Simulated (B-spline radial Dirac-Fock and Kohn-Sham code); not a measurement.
**V: input and output of one calculation**

ΔSCF core binding energies without Breit or QED terms, calculated with a B-spline atomic structure program. Keys: rel is the Hamiltonian (dirac, or spin-free x2c and nr, where L3 and M5 stand for the whole 2p and 3d shells), method is hf or an exchange,correlation pair (spin-unpolarised, also for the hole states), nuc the nuclear model, radius_factor scales its radius, rmax is the box in bohr, h the logarithmic mesh step, order the B-spline order, points the quadrature points per cell, c_factor scales the speed of light, and damp, ndamp, maxit and tol steer the iteration. The run stops when the commutator error falls below 10·tol·max(1, Z/10), or the numerical noise floor, and the energy has settled to about 1e-8 Ha; the virial ratio is −V/T.

Input (task.json):

```json
{"items": [{"Z": 23, "q": 0, "cfg": [[1, 0, 2], [2, 0, 2], [2, 1, 6], [3, 0, 2], [3, 1, 6], [3, 2, 3], [4, 0, 2]], "A": 51, "rrms": 3.6002, "do": "settings", "holes": ["K", "L3", "M5"],
  "settings": [{"rel": "dirac", "method": "lda,vwn", "nuc": "fermi", "radius_factor": 1.0, "rmax": 45.0, "h": 0.3, "order": 8, "points": 10, "c_factor": 1.0, "maxit": 55, "damp": 0.5, "ndamp": 3, "tol": 1e-08, "cfg": "1s2 2s2 2p6 3s2 3p6 3d3 4s2 4p3"}]}]}
```

Command: `python xray2_run.py task.json out`

Ground-state iterations:

```
iter   energy (Ha)        error
   1     -941.82841806  7.47e-01
   2     -939.43943573  4.95e-01
   3     -941.20484245  1.67e-01
   4     -944.10143582  2.07e-01
   5     -899.94614893  6.88e-01
   6     -945.27308085  1.47e-01
   7     -946.81974258  8.27e-02
   8     -945.46833268  1.34e-01
   9     -946.36371867  4.64e-02
  10     -941.28555870  1.53e-01
  11     -947.00110926  8.84e-03
  12     -947.00593352  2.92e-03
  13     -946.44944047  3.80e-02
  14     -946.44990446  3.79e-02
  15     -946.45608484  3.74e-02
  23     -941.25773552  1.50e-01
  31     -945.11109150  1.60e-01
  39     -946.44792690  3.81e-02
  47     -946.49457561  3.42e-02
  55     -945.14150856  1.58e-01
```

The ground state had not converged after 55 iterations, with total energy -945.14151 Ha, virial ratio 1.97405 and highest orbital energy 38.13 eV. Holes are computed only in closed shells, and unreliable hole states are left out.

Problem. One setting is unsound. Which, and why?

Solution. cfg describes an anion whose outer electrons are not bound. With the default settings (Dirac Hartree-Fock): The ground state converged in 12 iterations, with total energy -948.18874 Ha, virial ratio 1.98862 and highest orbital energy -6.38 eV. ΔSCF binding energies: K (1s) 5484.3 eV, L3 (2p3/2) 526.3 eV. Holes are computed only in closed shells, and unreliable hole states are left out.
